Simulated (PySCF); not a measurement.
## Mayer bond orders and bond lengths

Compound: C8H11FO.
Numbering: `[CH2:1]=[C:2]=[CH:3][C@H:4]([CH2:5][F:6])[C:7](=[O:8])[CH2:9][CH3:10]` (hydrogens: H11, H12 on C1; H13 on C3; H14 on C4; H15, H16 on C5; H17, H18 on C9; H19, H20, H21 on C10)

Structure used (GFN2-xTB), in Å, numbered top down from 1:
```
atom  x, y, z in Å
C1    -2.8455    1.7221   -0.2563
C2    -2.0915    0.8063    0.2595
C3    -1.3351   -0.1234    0.7556
C4    -0.4342   -1.0046   -0.0809
C5    -0.5818   -2.4706    0.3195
F6    -1.8284   -2.9348   -0.0181
C7     0.9959   -0.5297    0.1695
O8     1.7225   -1.0737    0.9598
C9     1.3872    0.6847   -0.6382
C10    2.6616    1.3395   -0.1213
H11   -3.8595    1.5164   -0.5596
H12   -2.5020    2.7361   -0.3880
H13   -1.3035   -0.3025    1.8216
H14   -0.6885   -0.8836   -1.1375
H15    0.1461   -3.0952   -0.2086
H16   -0.4672   -2.6020    1.3993
H17    0.5529    1.3895   -0.6397
H18    1.5303    0.3476   -1.6697
H19    2.5065    1.7214    0.8846
H20    3.4679    0.6116   -0.0850
H21    2.9573    2.1617   -0.7671
```

Bond orders from the PBE0/pcSseg-1 density (PySCF). The structure is a single GFN2-xTB conformer in the gas phase; no vibrational or solvent corrections.

Problem. How far do the computed orders between heavy atoms stray from the drawn ones?

Solution. The largest departure is 0.113, at C4–C7 (drawn single, 0.887).

Problem. Set the Mayer orders of the bonds between heavy atoms beside their lengths.

Solution. 
```csv
bond,drawn as,length (Å),Mayer order
C1–C2,double,1.294,2.090
C2–C3,double,1.297,1.897
C3–C4,single,1.513,0.977
C4–C5,single,1.527,1.018
C5–F6,single,1.372,0.897
C4–C7,single,1.527,0.887
C7–O8,double,1.204,2.025
C7–C9,single,1.510,0.955
C9–C10,single,1.523,1.071
```

Bonds between the same two heavy elements. C–C: lowest C4–C7 (0.887, 1.527 Å), highest C1–C2 (2.090, 1.294 Å); in 4 of the 21 pairs the longer bond (by over 0.003 Å) has the higher order (by 0.02 or more).

Problem. And the bonds to hydrogen?

Solution. C–H: 0.90 to 0.97 (11 bonds).

Problem. Sum the orders of all bonds at each heavy atom with more than one neighbour and set the sums beside the valence in the SMILES.

Solution. C1 3.895 (drawn 4), C2 3.987 (drawn 4), C3 3.781 (drawn 4), C4 3.824 (drawn 4), C5 3.810 (drawn 4), C7 3.867 (drawn 4), C9 3.873 (drawn 4), C10 3.963 (drawn 4). Orders between atoms that aren't bonded are not in these sums.

For a closed shell the Mayer order of atoms A and B is Σ (PS)μν (PS)νμ over the basis functions μ on A and ν on B, with P the density and S the overlap matrix.
